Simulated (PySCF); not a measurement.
Species: C8H11NP (charge +1).
Atom-mapped SMILES: `[CH:1]1=[CH:2][CH2:3][PH+:4]([n:5]2[cH:6][cH:7][cH:8][cH:9]2)[CH2:10]1`

Probes without a nucleus sit at each ring's centroid and 1 Å off its mean plane on both sides; NICS is minus the shielding there, NICSzz its component along the normal. Level: GIAO PBE0/pcSseg-1 (PySCF, non-relativistic, gas phase) on the GFN2-xTB geometry, one conformer.

Rings: 1. C1–C2–C3–P4–C10; 2. N5–C6–C7–C8–C9.

| set | NICS(0) | NICS(1), two faces | NICS(1)zz, two faces |
| --- | --- | --- | --- |
| P | -11.9 | -10.1 / -10.1 | -25.6 / -25.6 |
| Q | -2.7 | -3.2 / -3.7 | -4.6 / -5.1 |

Task: Which set (ppm) belongs to which ring?

Result: P = 2, Q = 1.
- 1 (5-membered ring with P; formal bonds 1 double, 4 single): mean NICS(1)zz -4.8 ppm, shielded. C3, P4, C10 have four or more neighbours; no verdict on aromaticity is drawn.
- 2 (5-membered ring with N; formal bonds all aromatic): mean NICS(1)zz -25.6 ppm, shielded. For a flat ring without four-coordinate atoms the NICS criterion counts such a value as aromatic.

Task: How do the rings differ in shape?

Result: 
```tsv
ring	bond lengths (Å)	rms pucker (Å)	HOMA	nearest outside atom to a NICS(1) probe (Å)
1	1.322, 1.509, 1.824, 1.824, 1.509	0.07	–	hydrogen 1.91
2	1.393, 1.354, 1.423, 1.353, 1.394	0.00	0.68	hydrogen 2.46
```

HOMA = 1 − mean of α(R − Ropt)² over the ring bonds, with Krygowski's 1993 parameters (CC: Ropt 1.388 Å, α 257.7 Å⁻²; CN: Ropt 1.334 Å, α 93.52 Å⁻²). A dash marks a ring with a four-coordinate atom, a triple bond, no multiple bond or a kind of bond without parameters.
